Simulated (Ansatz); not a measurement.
The same path of F3HSi + H3N (9 atoms, charge 0, multiplicity 1) was run twice with different band settings. Lost on the way: Si1–H2, H6–N7. Made: Si1–N7, H2–H6.

Level of theory: UKS B3LYP-D4/def2-SVP in Ansatz 0.2.0.

Relaxed end points:

```xyz
9
Properties=species:S:1:pos:R:3
Si -0.867 -0.976 -0.350
H 0.410 -1.688 -0.294
F -2.039 -1.991 -0.759
F -1.264 -0.339 1.070
F -0.853 0.199 -1.446
H 1.858 0.553 0.454
N 1.313 1.413 0.515
H 0.573 1.264 1.200
H 0.868 1.565 -0.389
```

```xyz
9
Properties=species:S:1:pos:R:3
Si -1.227 0.030 -0.294
H 2.709 -1.418 0.931
F -1.096 -1.187 -1.329
F -1.729 -0.502 1.132
F -2.416 0.950 -0.865
H 2.118 -0.994 0.701
N 0.266 0.795 -0.108
H 0.495 1.329 0.723
H 0.880 0.998 -0.889
```

Common settings: movable images 5; climbing image yes; spring 5.0 eV/Å²; optimiser quadratic models (default); start path through a guess of the saddle point; iteration limit 60; end points relaxed.

| run | force threshold |
| --- | --- |
| 1 | 0.05 eV/Å |
| 2 | 0.5 eV/Å |

Q: What does each run give, and how far can it be trusted?

A: Run 1: converged after 13 iterations, highest image 1.615 eV above the first end. Neighbouring images differ by up to 1.8 eV, so the band resolves the path poorly. A vibrational analysis at the climbing image gives one clearly imaginary mode, 1469i cm⁻¹: a first-order saddle point.
Run 2: converged after 6 iterations, highest image 1.638 eV above the first end. The threshold of 0.5 eV/Å is loose, so the images may lie well off the minimum-energy path. Neighbouring images differ by up to 1.7 eV, so the band resolves the path poorly. The order of the stationary point at the top wasn't checked.
The orbitals were unrestricted but ended closed-shell.
